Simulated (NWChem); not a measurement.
Molecule: CuH2OCl; SMILES [Cl][Cu]<-[OH2]

```xyz
5

Cu     0.0230     0.2444     0.0000
Cl    -0.0365    -1.8113     0.0000
O      0.0191     2.1024     0.0000
H      0.4336     2.5108     0.7805
H      0.4336     2.5108    -0.7805
```
Atoms are numbered in this order, from 1.

All runs: NWChem. Pople sets run with spherical d functions. Coordinates come from a B3LYP/6-31G* (spherical d) optimisation. GIAO values for the isolated, static molecule; σ is the absolute isotropic shielding, δ = σ(reference) − σ with the isolated reference molecule computed at the same levels (1H: tetramethylsilane, 17O: water).

| level | σ Cu1 (ppm) | σ Cl2 (ppm) | δ O3 (ppm) | δ H4 (ppm) |
|---|---|---|---|---|
| PBE/pcSseg-1 | ? | 1195.7 | ? | 2.62 |
| Hartree-Fock/6-31G* | 666.0 | 1206.3 | -46.4 | 2.99 |
| BHandHLYP/pcSseg-1 | 948.0 | 1224.3 | -28.9 | 3.10 |
| KT2/pcSseg-1 | 537.6 | 1190.6 | -17.8 | 2.64 |

### Question
Complete the blanks.

### Answer

- PBE/pcSseg-1, σ Cu1 (ppm): 472.5
- PBE/pcSseg-1, δ O3 (ppm): -14.7
